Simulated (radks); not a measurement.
N4+, 3 electrons, occupied as 1s1 2s1 2p1 (not the ground configuration).

All-electron calculation, scalar-relativistic Kohn-Sham, LDA (Slater exchange, Perdew-Zunger correlation), spin-polarised, spherical densities, finite nucleus; open shells are filled with parallel spins first; Fermi nuclear charge, rms radius 2.5582 fm. Program: a radial shooting solver on a logarithmic mesh with Libxc functionals.

Energy parts (hartree):
part                     energy
total                 -32.89473
kinetic                32.86042
electron-nucleus      -69.38077
Hartree                 6.88343
exchange-correlation   -3.25781

Orbitals (lengths in bohr, moments of r in powers of bohr; r(max) is where P^2 peaks):
| orbital | occ. | eigenvalue (hartree) | r(max) | <r> |
|---|---|---|---|---|
| 1s up | 1 | -20.09474 | 0.1437 | 0.2184 |
| 2s up | 1 | -3.63928 | 0.8257 | 0.9721 |
| 2p up | 1 | -3.33947 | 0.6704 | 0.8545 |
| 3s up | 0 | -1.29190 | 2.256 | 2.406 |
| 3p up | 0 | -1.20441 | 2.184 | 2.346 |

The highest occupied level is 2p up at -90.872 eV. The electron density at the nucleus is 119.2 e/bohr^3 (large components only). Summed over all electrons, <r^2> = 2.057 bohr^2, which gives a Langevin (diamagnetic) susceptibility term of -1.63 x 10^-6 cm^3/mol. Spin moment in Bohr magnetons: 3.
